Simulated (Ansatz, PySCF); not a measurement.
CH4ClFOSi2, SMILES O=C([SiH2]F)[SiH2]Cl. Atoms are numbered in the order given.

```xyz
10

O      0.1090    -1.0510    -2.0586
C      0.2057    -0.6136    -0.9308
Si     1.8078     0.3733    -0.4734
F      1.8955     0.4387     1.1508
Si    -1.2345    -0.8429     0.3526
Cl    -1.5728     1.0549     1.1084
H      1.7277     1.7528    -1.0238
H      2.9899    -0.3621    -0.9938
H     -2.4567    -1.3448    -0.3284
H     -0.8134    -1.7420     1.4633
```
Charge 0, spin multiplicity 1.

The structure is a stationary point at PBE0-D3(BJ)/def2-SVP. The structure was generated by enumeration, and PubChem lists no compound with its InChIKey, so it may never have been made. One conformer was computed; it need not be the lowest.

Two levels are set side by side: PBE-D3(BJ)/def2-SVP (Ansatz, a program for electronic structure) and PBE0-D3(BJ)/def2-SVP (Ansatz). Each level has its own optimised geometry; the coordinates shown are those of the second. Frequencies come from the Hessian of PySCF at each geometry. Differences are taken from unrounded values.

| quantity | PBE0-D3(BJ) | PBE-D3(BJ) | PBE-D3(BJ) minus PBE0-D3(BJ) |
|---|---|---|---|
| mean bond length (Å) | 1.638 | 1.652 | 0.014 |
| bond O1–C2 (Å) | 1.214 | 1.226 | 0.012 |
| bond C2–Si3 (Å) | 1.936 | 1.951 | 0.014 |
| bond C2–Si5 (Å) | 1.943 | 1.959 | 0.016 |
| bond Si3–F4 (Å) | 1.628 | 1.643 | 0.015 |
| bond Si5–Cl6 (Å) | 2.071 | 2.086 | 0.015 |
| bond Si3–H7 (Å) | 1.487 | 1.500 | 0.013 |
| bond Si3–H8 (Å) | 1.486 | 1.499 | 0.013 |
| bond Si5–H9 (Å) | 1.486 | 1.499 | 0.012 |
| bond Si5–H10 (Å) | 1.490 | 1.503 | 0.013 |
| highest harmonic wavenumber (cm⁻¹) | 2281 | 2199 | -82 |
| mean harmonic wavenumber (cm⁻¹) | 873 | 836 | -37 |
| zero-point energy (kcal/mol) | 29.94 | 28.68 | -1.26 |

GGA bonds tend to be longer and softer than those of functionals with exact exchange. Differences between two approximate levels are no errors against the true value.
